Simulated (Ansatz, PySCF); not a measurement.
H₆NSi₂, SMILES N([SiH2])[SiH3], multiplicity 2. Atoms are numbered in the order given.

```xyz
9

Si     1.5378     0.0547    -0.5212
N      0.1942     0.3325     0.5578
Si    -1.5040     0.0299     0.2856
H      1.1727    -1.1017    -1.4022
H      2.7603    -0.2675     0.2907
H      0.4125     0.9026     1.3725
H     -2.1302    -0.5428     1.5167
H     -1.6035    -0.9427    -0.8404
H     -2.2689     1.2657    -0.0739
```
Charge 0, spin multiplicity 2.

The structure is a stationary point at PBE0-D3(BJ)/def2-SVP. The isomer is the one that the SMILES or the coordinates give; other isomers of the formula were not compared.

Two levels are set side by side: PBE-D3(BJ)/def2-SVP (Ansatz, an electronic-structure program) and PBE0-D3(BJ)/def2-SVP (Ansatz). Each level has its own optimised geometry; the coordinates shown are those of the second. Frequencies come from the Hessian of PySCF at each geometry. Differences are taken from unrounded values.

```csv
quantity,PBE0-D3(BJ)
mean bond length (Å),1.499
bond Si1–N2 (Å),1.745
bond N2–Si3 (Å),1.746
bond Si1–H4 (Å),1.499
bond Si1–H5 (Å),1.503
bond N2–H6 (Å),1.018
bond Si3–H7 (Å),1.495
bond Si3–H8 (Å),1.491
bond Si3–H9 (Å),1.497
highest harmonic wavenumber (cm⁻¹),3607
mean harmonic wavenumber (cm⁻¹),1185
zero-point energy (kcal/mol),35.58
```

**Question.** What does PBE-D3(BJ) give, and how far is it from PBE0-D3(BJ)? (Estimate from the structure and the level; the computed values follow.)

**Answer.** 
| quantity | PBE-D3(BJ) | PBE-D3(BJ) minus PBE0-D3(BJ) |
|---|---|---|
| mean bond length (Å) | 1.512 | 0.012 |
| bond Si1–N2 (Å) | 1.762 | 0.017 |
| bond N2–Si3 (Å) | 1.761 | 0.014 |
| bond Si1–H4 (Å) | 1.512 | 0.013 |
| bond Si1–H5 (Å) | 1.516 | 0.013 |
| bond N2–H6 (Å) | 1.027 | 0.009 |
| bond Si3–H7 (Å) | 1.506 | 0.010 |
| bond Si3–H8 (Å) | 1.501 | 0.010 |
| bond Si3–H9 (Å) | 1.509 | 0.011 |
| highest harmonic wavenumber (cm⁻¹) | 3487 | -120 |
| mean harmonic wavenumber (cm⁻¹) | 1145 | -40 |
| zero-point energy (kcal/mol) | 34.36 | -1.22 |

GGA bonds tend to be longer and softer than those of functionals with exact exchange. Differences between two approximate levels are no errors against the true value.
